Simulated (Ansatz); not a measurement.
CH₄FNOSi, SMILES `NC1(F)O[SiH2]1`. The species carries charge 0 and has multiplicity 1. Geometry: relaxed with PBE0-D4/def2-TZVP. It is one conformer, not always the lowest.

```xyz
9

N    -0.828    0.857    0.906
C    -0.307    0.240   -0.234
F    -0.743    0.812   -1.414
O    -0.530   -1.156   -0.272
Si    1.129   -0.878   -0.274
H    -1.839    0.758    0.941
H    -0.580    1.835    0.942
H     1.832   -1.185   -1.536
H     1.866   -1.283    0.941
```

(1) What is the dipole moment at B3LYP/def2-TZVPP? (Best estimate.)

(2) And with PBE, r2SCAN, ωB97M-V? (An estimate is asked.)

(3) Give the Mulliken charges with B3LYP, r2SCAN, ωB97M-V in def2-TZVPP. (Estimate.)

## Answers

(1) The calculation gave: 2.02 D, with components (1.61, 0.74, 0.96) D in this frame, pointing from negative to positive charge.

(2) Ansatz gave: PBE 1.76 D, r2SCAN 1.84 D, ωB97M-V 2.05 D.

(3) The calculation gave: 
```json
{"atom": "N1", "B3LYP": "-0.28", "r2SCAN": "-0.31", "ωB97M-V": "-0.24"}
{"atom": "C2", "B3LYP": "0.26", "r2SCAN": "0.24", "ωB97M-V": "0.20"}
{"atom": "F3", "B3LYP": "-0.22", "r2SCAN": "-0.22", "ωB97M-V": "-0.21"}
{"atom": "O4", "B3LYP": "-0.37", "r2SCAN": "-0.37", "ωB97M-V": "-0.36"}
{"atom": "Si5", "B3LYP": "0.43", "r2SCAN": "0.48", "ωB97M-V": "0.39"}
{"atom": "H6", "B3LYP": "0.14", "r2SCAN": "0.15", "ωB97M-V": "0.12"}
{"atom": "H7", "B3LYP": "0.15", "r2SCAN": "0.16", "ωB97M-V": "0.12"}
{"atom": "H8", "B3LYP": "-0.05", "r2SCAN": "-0.06", "ωB97M-V": "-0.01"}
{"atom": "H9", "B3LYP": "-0.05", "r2SCAN": "-0.06", "ωB97M-V": "-0.01"}
```

B3LYP here is the variant with VWN-RPA as its local correlation; programs differ in this.
